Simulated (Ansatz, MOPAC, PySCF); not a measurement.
Bond stretch in BN, triplet.

UKS-B3LYP/6-31G* = unrestricted B3LYP/6-31G*, spherical d run with PySCF; UHF/LANL2DZ = unrestricted Hartree-Fock/LANL2DZ (PySCF); PM6, unrestricted, heats of formation (MOPAC); FCI = full CI/def2-SVP, frozen core (Ansatz, an electronic-structure program).

Energies relative to the lowest point of each curve near equilibrium, in kJ/mol; the last columns give the difference from FCI:

| R / Å | UKS-B3LYP/6-31G* | UHF/LANL2DZ | PM6 | FCI | UKS-B3LYP/6-31G* − FCI | UHF/LANL2DZ − FCI | PM6 − FCI |
|---|---|---|---|---|---|---|---|
| 1.12 | 176.9 | 189.1 | 133.9 | 194.7 | -17.8 | -5.5 | -60.7 |
| 1.18 | 77.3 | 82.1 | 58.7 | 88.5 | -11.2 | -6.4 | -29.7 |
| 1.23 | 29.7 | 31.1 | 21.6 | 36.4 | -6.7 | -5.3 | -14.8 |
| 1.28 | 6.0 | 5.9 | 3.3 | 8.8 | -2.8 | -2.8 | -5.4 |
| 1.32 | 0.0 | 0.0 | 0.0 | 0.0 | 0.0 | 0.0 | 0.0 |
| 1.36 | 2.9 | 3.6 | 4.8 | 0.3 | 2.6 | 3.3 | 4.5 |
| 1.40 | 12.7 | 20.4 | 16.2 | 7.7 | 5.0 | 12.7 | 8.5 |
| 1.44 | 27.7 | 14.4 | 32.7 | 20.6 | 7.0 | -6.3 | 12.1 |
| 1.53 | 73.5 | 13.6 | 82.0 | 62.0 | 11.4 | -48.4 | 20.0 |
| 1.61 | 121.0 | 24.1 | 132.6 | 106.7 | 14.3 | -82.6 | 25.9 |

UKS-B3LYP/6-31G* is furthest from FCI at 1.12 (-17.8 kJ/mol, below); its mean absolute difference over the points is 7.9 kJ/mol.

UHF/LANL2DZ is furthest from FCI at 1.61 (-82.6 kJ/mol, below); its mean absolute difference over the points is 17.3 kJ/mol.

PM6 is furthest from FCI at 1.12 (-60.7 kJ/mol, below); its mean absolute difference over the points is 18.2 kJ/mol.

The scan ran from 1.05 to 5.31 Å; beyond the distances shown full CI changes its symmetry label. The unrestricted determinant behind UHF/LANL2DZ is spin-contaminated at 1.36 to 1.61 Å (<S²> up to 2.4, against 2.00 for a pure triplet).
